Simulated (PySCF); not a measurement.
Two-component Hartree-Fock for Sb⁻ (antimony, charge -1)

Start: [Kr] 4d10 5s2 5p4; 5p1/2 filled at m_j = -1/2, +1/2; 5p3/2 filled at m_j = +1/2, +3/2. Calculated with PySCF 2.14 in x2c-TZVPPall-2c with one added diffuse shell each of s, p, d, f type (9s10p6d3f, 90 functions): generalised Hartree-Fock with the X2C-1e Hamiltonian and a Gaussian nucleus; spin-orbit coupling (SO) screened by Boettger's factors.

```tsv
spinor shell	electrons	ε, screened SO (eV)	weight of nominal j (screened SO)	rms radius, screened SO (bohr)
1s1/2	2	-30634.4	1.000	0.0325
2s1/2	2	-4750.8	1.000	0.133
2p1/2	2	-4432.8	1.000	0.115
2p3/2	4	-4178.6	1.000	0.120
3s1/2	2	-966.68	1.000	0.352
3p1/2	2	-835.37	1.000	0.345
3p3/2	4	-786.88	1.000	0.356
3d3/2	4	-556.95	1.000	0.329
3d5/2	6	-547.09	1.000	0.332
4s1/2	2	-169.52	1.000	0.843
4p1/2	2	-122.93	1.000	0.893
4p3/2	4	-113.81	1.000	0.922
4d3/2	4	-38.151	0.997	1.11
4d5/2	6	-36.756	0.998	1.12
5s1/2	2	-10.750	0.999	2.55
5p3/2	2	-2.324	0.788	3.51
5p1/2	2	-1.604	0.706	3.66
```

```
   quantity  screened SO
E (hartree)  -6478.82597
        M_J            2
       ⟨J²⟩        6.046
       ⟨L²⟩        2.202
       ⟨S²⟩        1.955
```

Each row is a mean over spinors that exchange with the open shell spreads, by up to 3.611 eV (5s1/2).

Rows whose weight is well below 1 are mixtures of j = l ± 1/2: exchange outweighs spin-orbit coupling there, and the label is only the starting occupation.

Breit and QED terms are absent; they matter most for the inner s and p1/2 levels.

Densities and radii are taken from the X2C orbitals without a picture-change correction, which distorts them close to the nucleus.
